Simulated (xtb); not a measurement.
C4H3S (SMILES [c]1ccsc1), doublet, from a rough starting geometry; GFN2-xTB in xtb 6.7.1.

xtb was given this input:
```
$ xtb mol.xyz --gfn 2 --uhf 1 --opt vtight --json

# file mol.xyz
8

S     -0.00929779     0.21861193     1.58386707
C      0.01051366     1.42631445     0.39021693
C     -0.00859987    -1.06866481     0.36440772
C      0.02785640     0.86025268    -0.87103430
C     -0.00166105    -0.53371579    -0.96222422
H      0.08896997     2.39322136     0.69289400
H      0.01084785    -2.12862327     0.58223325
H      0.01421385    -1.16340694    -1.82117394
```

**Question.** Predict the main parts of the log of this xtb run.

**Answer.** 
```
   ID    Z sym.   atoms
    1   16 S      1
    2    6 C      2-5
    3    1 H      6-8

           -------------------------------------------------
          |                Calculation Setup                |
           -------------------------------------------------

           -------------------------------------------------
          |                 G F N 2 - x T B                 |
           -------------------------------------------------

          ...................................................
          :                      SETUP                      :
          :.................................................:
          :  # basis functions                  29          :
          :  # atomic orbitals                  28          :
          :  # shells                           14          :
          :  # electrons                        25          :
          :  max. iterations                   250          :
          :  Hamiltonian                  GFN2-xTB          :
          :  restarted?                      false          :
          :  GBSA solvation                  false          :
          :  PC potential                    false          :
          :  electronic temp.          300.0000000     K    :
          :  accuracy                    1.0000000          :
          :  -> integral cutoff          0.2500000E+02      :
          :  -> integral neglect         0.1000000E-07      :
          :  -> SCF convergence          0.1000000E-05 Eh   :
          :  -> wf. convergence          0.1000000E-03 e    :
          :  Broyden damping             0.4000000          :
          :  net charge                          0          :
          :  unpaired electrons                  1          :
          ...................................................

 iter      E             dE          RMSdq      gap      omega  full diag
   1    -13.3760878 -0.133761E+02  0.492E+00    2.53       0.0  T
   2    -13.3790625 -0.297474E-02  0.293E+00    2.31       1.0  T
   3    -13.3653138  0.137487E-01  0.135E+00    2.87       1.0  T
   4    -13.3807051 -0.153913E-01  0.434E-01    2.41       1.0  T
   5    -13.3810617 -0.356580E-03  0.215E-01    2.45       1.0  T
   6    -13.3812803 -0.218562E-03  0.743E-02    2.47       1.0  T
   7    -13.3813119 -0.316389E-04  0.295E-02    2.45       1.2  T
   8    -13.3813132 -0.131028E-05  0.576E-03    2.46       6.1  T
   9    -13.3813133 -0.559468E-07  0.244E-03    2.46      14.5  T
  10    -13.3813133 -0.260932E-07  0.573E-04    2.46      61.7  T
  11    -13.3813133 -0.375261E-09  0.320E-04    2.46     110.6  T

   *** convergence criteria satisfied after 11 iterations ***

         :::::::::::::::::::::::::::::::::::::::::::::::::::::
         ::                     SUMMARY                     ::
         :::::::::::::::::::::::::::::::::::::::::::::::::::::
         :: total energy             -13.194138885173 Eh    ::
         :: gradient norm              0.123852153612 Eh/a0 ::
         :: HOMO-LUMO gap              2.456055158120 eV    ::
         ::.................................................::
         :: SCC energy               -13.381312320511 Eh    ::
         :: -> isotropic ES            0.000517086353 Eh    ::
         :: -> anisotropic ES          0.000503672233 Eh    ::
         :: -> anisotropic XC          0.007834821752 Eh    ::
         :: -> dispersion             -0.005618647698 Eh    ::
         :: repulsion energy           0.187173435338 Eh    ::
         :: add. restraining           0.000000000000 Eh    ::
         :: total charge              -0.000000000000 e     ::
         :::::::::::::::::::::::::::::::::::::::::::::::::::::

      -----------------------------------------------------------
     |                   =====================                   |
     |                        A N C O P T                        |
     |                   =====================                   |
     |               Approximate Normal Coordinate               |
     |                Rational Function Optimizer                |
      -----------------------------------------------------------
      -----------------------------------------------------------
     |                   =====================                   |
     |                        A N C O P T                        |
     |                   =====================                   |
     |               Approximate Normal Coordinate               |
     |                Rational Function Optimizer                |
      -----------------------------------------------------------

          ...................................................
          :                      SETUP                      :
          :.................................................:
          :   optimization level         verytight          :
          :   max. optcycles                   200          :
          :   ANC micro-cycles                  20          :
          :   degrees of freedom                18          :
          :.................................................:
          :   RF solver                   davidson          :
          :   write xtbopt.log                true          :
          :   linear?                        false          :
          :   energy convergence         0.1000000E-06 Eh   :
          :   grad. convergence          0.2000000E-03 Eh/α :
          :   maxmium RF displ.          1.0000000          :
          :   Hlow (freq-cutoff)         0.1000000E-01      :
          :   Hmax (freq-cutoff)         5.0000000          :
          :   S6 in model hess.         20.0000000          :
          ...................................................

generating ANC from exact Hessian ...
Using Lindh-Hessian (1995)
 Shifting diagonal of input Hessian by    0.0000000000000000
 Lowest  eigenvalues of input Hessian
    0.000000    0.000000    0.000000    0.000000    0.000000    0.000000
[...]
 * total energy  :   -13.1941389 Eh     change       -0.2971294E-09 Eh
 * total energy  :   -13.2040152 Eh     change       -0.9876315E-02 Eh
 * total energy  :   -13.2055857 Eh     change       -0.1570475E-02 Eh
 * total energy  :   -13.2058212 Eh     change       -0.2355110E-03 Eh
 * total energy  :   -13.2059218 Eh     change       -0.1005737E-03 Eh
 * total energy  :   -13.2059576 Eh     change       -0.3588492E-04 Eh
 * total energy  :   -13.2059638 Eh     change       -0.6161023E-05 Eh
 * total energy  :   -13.2059664 Eh     change       -0.2608656E-05 Eh
 * total energy  :   -13.2059671 Eh     change       -0.6729957E-06 Eh
 * total energy  :   -13.2059671 Eh     change       -0.5984345E-07 Eh
   *** GEOMETRY OPTIMIZATION CONVERGED AFTER 10 ITERATIONS ***
[...]
         ::                     SUMMARY                     ::
         :::::::::::::::::::::::::::::::::::::::::::::::::::::
         :: total energy             -13.205967147403 Eh    ::
         :: gradient norm              0.000121448808 Eh/a0 ::
         :: HOMO-LUMO gap              2.758382046186 eV    ::
         ::.................................................::
         :: SCC energy               -13.411282396324 Eh    ::
         :: -> isotropic ES            0.000417015471 Eh    ::
         :: -> anisotropic ES          0.000244835676 Eh    ::
         :: -> anisotropic XC          0.008099059354 Eh    ::
         :: -> dispersion             -0.005619068004 Eh    ::
         :: repulsion energy           0.205315248921 Eh    ::
         :: add. restraining           0.000000000000 Eh    ::
         :: total charge               0.000000000001 e     ::
         :::::::::::::::::::::::::::::::::::::::::::::::::::::

           -------------------------------------------------
          |                Property Printout                |
           -------------------------------------------------

    * Orbital Energies and Occupations

         #    Occupation            Energy/Eh            Energy/eV
      -------------------------------------------------------------
         1        2.0000           -0.7329675             -19.9451
         2        2.0000           -0.6463310             -17.5876
         3        2.0000           -0.6160583             -16.7638
         4        2.0000           -0.5733535             -15.6017
         5        2.0000           -0.5514211             -15.0049
         6        2.0000           -0.5242534             -14.2657
         7        2.0000           -0.4855162             -13.2116
         8        2.0000           -0.4797331             -13.0542
         9        2.0000           -0.4716723             -12.8349
        10        2.0000           -0.4619106             -12.5692
        11        2.0000           -0.4003945             -10.8953
        12        2.0000           -0.3985365             -10.8447
        13        1.0000           -0.3500734              -9.5260 (HOMO)
        14                         -0.2487048              -6.7676 (LUMO)
        15                         -0.1995641              -5.4304
        16                         -0.1635116              -4.4494
        17                         -0.1190540              -3.2396
        18                         -0.0004299              -0.0117
        19                          0.0223929               0.6093
        20                          0.0318685               0.8672
        21                          0.1266688               3.4468
        22                          0.1808040               4.9199
        23                          0.2014881               5.4828
        24                          0.2899390               7.8896
       ...                                ...                  ...
        28                          0.6868678              18.6906
      -------------------------------------------------------------
                  HL-Gap            0.1013687 Eh            2.7584 eV
             Fermi-level           -0.3368156 Eh           -9.1652 eV

     #   Z          covCN         q      C6AA      α(0)
     1  16 S        2.334    -0.029   142.272    20.075
     2   6 C        2.922    -0.017    28.443     8.746
     3   6 C        2.968    -0.018    28.461     8.751
     4   6 C        2.272    -0.054    31.305     9.073
     5   6 C        3.081    -0.033    28.738     8.788
     6   1 H        0.927     0.055     2.253     2.347
     7   1 H        0.926     0.049     2.330     2.387
     8   1 H        0.926     0.048     2.342     2.393

 Mol. C6AA /au·bohr⁶  :       1450.855702
 Mol. C8AA /au·bohr⁸  :      46444.828977
 Mol. α(0) /au        :         62.561351

Wiberg/Mayer (AO) data.
largest (>0.10) Wiberg bond orders for each atom

 ---------------------------------------------------------------------------
     #   Z sym  total        # sym  WBO       # sym  WBO       # sym  WBO
 ---------------------------------------------------------------------------
     1  16 S    2.610 --     3 C    1.192     2 C    1.064     4 C    0.214
                             5 C    0.106
     2   6 C    3.941 --     4 C    1.754     1 S    1.064     6 H    0.967
                             3 C    0.127
     3   6 C    3.949 --     5 C    1.613     1 S    1.192     7 H    0.966
                             2 C    0.127
     4   6 C    3.316 --     2 C    1.754     5 C    1.277     1 S    0.214
     5   6 C    3.985 --     3 C    1.613     4 C    1.277     8 H    0.962
                             1 S    0.106
     6   1 H    0.997 --     2 C    0.967
     7   1 H    0.998 --     3 C    0.966
     8   1 H    0.998 --     5 C    0.962
 ---------------------------------------------------------------------------

Topologies differ in total number of bonds
Writing topology from bond orders to xtbtopo.mol

molecular dipole:
                 x           y           z       tot (Debye)
 q only:       -0.002      -0.113      -0.004
   full:       -0.002      -0.174      -0.181       0.639
molecular quadrupole (traceless):
                xx          xy          yy          xz          yz          zz
 q only:       -1.002       0.031       1.679       0.009       0.743      -0.677
  q+dip:       -2.187       0.075       3.942       0.015       1.705      -1.755
   full:       -1.258       0.058       3.558       0.013       1.222      -2.300

optimized geometry written to: xtbopt.xyz

           -------------------------------------------------
          | TOTAL ENERGY              -13.205967147403 Eh   |
          | GRADIENT NORM               0.000121448808 Eh/α |
          | HOMO-LUMO GAP               2.758382046186 eV   |
           -------------------------------------------------
```
